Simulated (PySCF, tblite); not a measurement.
One entry of a table of gas-phase calculations, keyed by method. Lists by class give the value and the number of equivalent atoms.

```json
{
 "formula": "C7H9FSi",
 "smiles": "CC#CC1=C(F)CC[SiH2]1",
 "charge": 0,
 "multiplicity": 1,
 "geometry_level": "GFN2-xTB",
 "atoms_angstrom": [
  ["C", 4.017, -0.194, -0.316],
  ["C", 2.574, -0.136, -0.32],
  ["C", 1.371, -0.082, -0.329],
  ["C", -0.03, -0.021, -0.323],
  ["C", -0.776, 0.347, -1.371],
  ["F", -0.253, 0.703, -2.567],
  ["C", -2.267, 0.361, -1.297],
  ["C", -2.697, 0.18, 0.165],
  ["Si", -1.165, -0.449, 1.119],
  ["H", 4.395, -0.195, -1.339],
  ["H", 4.422, 0.673, 0.208],
  ["H", 4.356, -1.099, 0.189],
  ["H", -2.654, -0.451, -1.921],
  ["H", -2.645, 1.293, -1.725],
  ["H", -3.02, 1.138, 0.571],
  ["H", -3.554, -0.487, 0.234],
  ["H", -1.197, -1.887, 1.406],
  ["H", -0.885, 0.312, 2.338]
 ],
 "electronic_structure_code": "PySCF",
 "results": {
  "GFN2-xTB geometry": {
   "point_group": "C1",
   "rotational_constants_GHz": [2.274, 0.847, 0.63]
  },
  "PBE0/pcSseg-1 ground state and GIAO shieldings, non-relativistic": {
   "dipole_D": 1.23,
   "homo_eV": -6.44,
   "lumo_eV": -0.45,
   "shift_vs_computed_TMS_C_by_class_ppm": [
    [187.8, 1],
    [102.0, 1],
    [96.5, 1],
    [78.2, 1],
    [34.1, 1],
    [6.2, 1],
    [2.8, 1]
   ],
   "shift_vs_computed_TMS_H_by_class_ppm": [
    [4.75, 2],
    [2.72, 2],
    [2.24, 3],
    [1.03, 2]
   ],
   "shielding_other_nuclei_by_class_ppm": [
    ["F", 236.8, 1],
    ["Si", 374.8, 1]
   ],
   "charges_hirshfeld_e_by_atom": [-0.1, -0.05, -0.08, -0.12, 0.11, -0.08, -0.07, -0.15, 0.35, 0.06, 0.06, 0.06, 0.05, 0.05, 0.04, 0.04, -0.08, -0.07]
  },
  "GFN2-xTB harmonic vibrations, gas phase": {
   "strongest_ir_bands_cm-1_km_per_mol_modes": [
    [641.8, 185.0, 1],
    [764.7, 116.0, 1],
    [788.6, 247.7, 1],
    [1650.1, 160.5, 1],
    [2236.1, 414.2, 1],
    [2258.3, 238.9, 1]
   ],
   "zpe_kcal_per_mol": 82.6
  }
 }
}
```

With B = h/(8π²I), that is 505.379 GHz u Å² over I, the principal moments of inertia are 222.3, 596.8 and 802.5 u Å² (most abundant isotopes). A dipole of 1.23 D is allowed in C1, and pure rotational transitions are dipole-allowed. The rotational constants make it an asymmetric top with κ = (2B − A − C)/(A − C) = -0.74, nearer the prolate limit (−1).

 NMR classes are plain means over equivalent atoms (diastereotopic ones count apart unless rotation or inversion swaps them), as if these changed places fast; in this geometry the members of some classes differ.

For the NMR shielding job (PBE0/pcSseg-1), the run took 70 s wall on an Arm Neoverse N1 with one thread, no GPU, shared host, and the process peaked at 0.86 GiB of memory.

One conformer stands for the species.
